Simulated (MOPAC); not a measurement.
Input file for MOPAC: AM1 on CH8GeO (a complex).

```
AM1 1SCF PRECISE CHARGE=0 THREADS=1
CH8GeO

C     -0.44998375 1     0.17170259 1     0.48867825 1
O      0.79079455 1     0.28184996 1     1.17473437 1
H     -1.25318139 1     0.70804204 1     1.00507366 1
H     -0.70256932 1    -0.88704816 1     0.46579180 1
H     -0.38136734 1     0.53591060 1    -0.54148981 1
H      1.04205003 1     1.21009986 1     1.21463627 1
Ge     0.01376515 1    -0.10181531 1     4.25117321 1
H     -0.53024978 1    -1.29615433 1     3.45848395 1
H     -0.57921343 1     1.20604289 1     3.70303049 1
H      1.54466688 1    -0.05659576 1     4.18729732 1
H     -0.42024868 1    -0.24311245 1     5.72379949 1
```

It printed:

```
*******************************************************************************
 **                                                                           **
 **                              MOPAC v23.2.5                                **
 **                                                                           **
 *******************************************************************************
 ** MOPAC's Digital Object Identifier: https://doi.org/10.5281/zenodo.6511958 **
 **                                                                           **
 ** Please cite the open-source release paper for use of this MOPAC version:  **
 ** J. E. Moussa and J. J. P. Stewart (2026)                                  **
 ** MOPAC: An open-source semiempirical molecular orbital program             **
 ** J. Open Source Softw., 11(119), 8025, https://doi.org/10.21105/joss.08025 **
 *******************************************************************************

                              AM1 CALCULATION RESULTS

 *******************************************************************************
 *  AM1        - The AM1 Hamiltonian to be used
 *
 *
 *
 *                 CHARGE ON SYSTEM = 0
 *
 *
 *
 *  PRECISE    - TIGHTER CRITERIA TO BE USED
 *  1SCF       - DO 1 SCF AND THEN STOP
 *  THREADS=1  - MULTI-THREADING NOT USED
 *  T=         - A TIME OF 172800.0 SECONDS REQUESTED
 *  DUMP=N     - RESTART FILE WRITTEN EVERY 7200.0 SECONDS REQUESTED
 *******************************************************************************
AM1 1SCF PRECISE CHARGE=0 THREADS=1
 CH8GeO

   ATOM   CHEMICAL          X               Y               Z
  NUMBER   SYMBOL      (ANGSTROMS)     (ANGSTROMS)     (ANGSTROMS)

     1       C         -0.44998375  *   0.17170259  *   0.48867825  *
     2       O          0.79079455  *   0.28184996  *   1.17473437  *
     3       H         -1.25318139  *   0.70804204  *   1.00507366  *
     4       H         -0.70256932  *  -0.88704816  *   0.46579180  *
     5       H         -0.38136734  *   0.53591060  *  -0.54148981  *
     6       H          1.04205003  *   1.21009986  *   1.21463627  *
     7      Ge          0.01376515  *  -0.10181531  *   4.25117321  *
     8       H         -0.53024978  *  -1.29615433  *   3.45848395  *
     9       H         -0.57921343  *   1.20604289  *   3.70303049  *
    10       H          1.54466688  *  -0.05659576  *   4.18729732  *
    11       H         -0.42024868  *  -0.24311245  *   5.72379949  *



          CARTESIAN COORDINATES

    NO.       ATOM           X           Y           Z

     1         C         -0.4500      0.1717      0.4887
     2         O          0.7908      0.2818      1.1747
     3         H         -1.2532      0.7080      1.0051
     4         H         -0.7026     -0.8870      0.4658
     5         H         -0.3814      0.5359     -0.5415
     6         H          1.0421      1.2101      1.2146
     7        Ge          0.0138     -0.1018      4.2512
     8         H         -0.5302     -1.2962      3.4585
     9         H         -0.5792      1.2060      3.7030
    10         H          1.5447     -0.0566      4.1873
    11         H         -0.4202     -0.2431      5.7238

  H: (AM1): M.J.S. DEWAR ET AL, J. AM. CHEM. SOC. 107 3902-3909 (1985)
  C: (AM1): M.J.S. DEWAR ET AL, J. AM. CHEM. SOC. 107 3902-3909 (1985)
  O: (AM1): M.J.S. DEWAR ET AL, J. AM. CHEM. SOC. 107 3902-3909 (1985)
 Ge: (AM1): M.J.S.Dewar and C.Jie, Organometallics, 8, 1544, (1989)

           Empirical Formula: C H8 O Ge  =    11 atoms



      MOLECULAR POINT GROUP   :   C1


      RHF CALCULATION, NO. OF DOUBLY OCCUPIED LEVELS = 11


 -------------------------------------------------------------------------------
 AM1 1SCF PRECISE CHARGE=0 THREADS=1
 CH8GeO



     1SCF WAS SPECIFIED, SO BFGS WAS NOT USED
     SCF FIELD WAS ACHIEVED


                              AM1 CALCULATION
                                                       MOPAC v23.2.5 Linux




          FINAL HEAT OF FORMATION =        -25.89501 KCAL/MOL =    -108.34474 KJ/MOL


          COSMO AREA              =        126.75 SQUARE ANGSTROMS
          COSMO VOLUME            =        115.71 CUBIC ANGSTROMS

          IONIZATION POTENTIAL    =         11.059613 EV
          HOMO LUMO ENERGIES (EV) =        -11.060  1.050
          NO. OF FILLED LEVELS    =         11
          MOLECULAR WEIGHT        =        108.6636         POINT GROUP:  C1

          MOLECULAR DIMENSIONS (Angstroms)

            Atom       Atom       Distance
            H    11    H     5     6.31365
            H     3    H    10     2.84151
            H     9    H     8     2.48594


          SCF CALCULATIONS        =          1





   ATOM   CHEMICAL          X               Y               Z
  NUMBER   SYMBOL      (ANGSTROMS)     (ANGSTROMS)     (ANGSTROMS)

     1       C         -0.44998375  *   0.17170259  *   0.48867825  *
     2       O          0.79079455  *   0.28184996  *   1.17473437  *
     3       H         -1.25318139  *   0.70804204  *   1.00507366  *
     4       H         -0.70256932  *  -0.88704816  *   0.46579180  *
     5       H         -0.38136734  *   0.53591060  *  -0.54148981  *
     6       H          1.04205003  *   1.21009986  *   1.21463627  *
     7      Ge          0.01376515  *  -0.10181531  *   4.25117321  *
     8       H         -0.53024978  *  -1.29615433  *   3.45848395  *
     9       H         -0.57921343  *   1.20604289  *   3.70303049  *
    10       H          1.54466688  *  -0.05659576  *   4.18729732  *
    11       H         -0.42024868  *  -0.24311245  *   5.72379949  *

                             CARTESIAN COORDINATES

   1    C       -0.449983750     0.171702590     0.488678250
   2    O        0.790794550     0.281849960     1.174734370
   3    H       -1.253181390     0.708042040     1.005073660
   4    H       -0.702569320    -0.887048160     0.465791800
   5    H       -0.381367340     0.535910600    -0.541489810
   6    H        1.042050030     1.210099860     1.214636270
   7   Ge        0.013765150    -0.101815310     4.251173210
   8    H       -0.530249780    -1.296154330     3.458483950
   9    H       -0.579213430     1.206042890     3.703030490
  10    H        1.544666880    -0.056595760     4.187297320
  11    H       -0.420248680    -0.243112450     5.723799490


           Empirical Formula: C H8 O Ge  =    11 atoms



      MOLECULAR POINT GROUP   :   C1


                  EIGENVALUES
 -37.80395 -27.40231 -18.30845 -16.29270 -15.37790 -14.85412 -12.59457 -11.41655
 -11.34595 -11.31699 -11.05961   1.05039   1.12578   1.17317   3.15605   3.72497
   4.13343   4.28573   4.72836   6.24126


              NET ATOMIC CHARGES AND DIPOLE CONTRIBUTIONS

  ATOM NO.   TYPE          CHARGE      No. of ELECS.   s-Pop       p-Pop
    1          C          -0.067818        4.0678     1.22323     2.84459
    2          O          -0.329542        6.3295     1.87010     4.45944
    3          H           0.053466        0.9465     0.94653
    4          H           0.094448        0.9056     0.90555
    5          H           0.053343        0.9467     0.94666
    6          H           0.198574        0.8014     0.80143
    7         Ge           0.068246        3.9318     0.93945     2.99231
    8          H          -0.011841        1.0118     1.01184
    9          H          -0.028849        1.0288     1.02885
   10          H          -0.009631        1.0096     1.00963
   11          H          -0.020394        1.0204     1.02039
 DIPOLE           X         Y         Z       TOTAL
 POINT-CHG.    -0.765     0.469    -0.600     1.079
 HYBRID        -0.123     0.624    -0.157     0.655
 SUM           -0.888     1.093    -0.757     1.599


          ATOMIC ORBITAL ELECTRON POPULATIONS

     Atom    s        px        py        pz
    1  C   1.22323   0.86446   1.02728   0.95284
    2  O   1.87010   1.38162   1.29098   1.78684
    3  H   0.94653
    4  H   0.90555
    5  H   0.94666
    6  H   0.80143
    7 Ge   0.93945   1.00684   0.99644   0.98903
    8  H   1.01184
    9  H   1.02885
   10  H   1.00963
   11  H   1.02039

 **********************
 *                    *
 * JOB ENDED NORMALLY *
 *                    *
 **********************




 == MOPAC DONE ==
```

The run finished.

Cost: roughly 0.020 core-seconds.
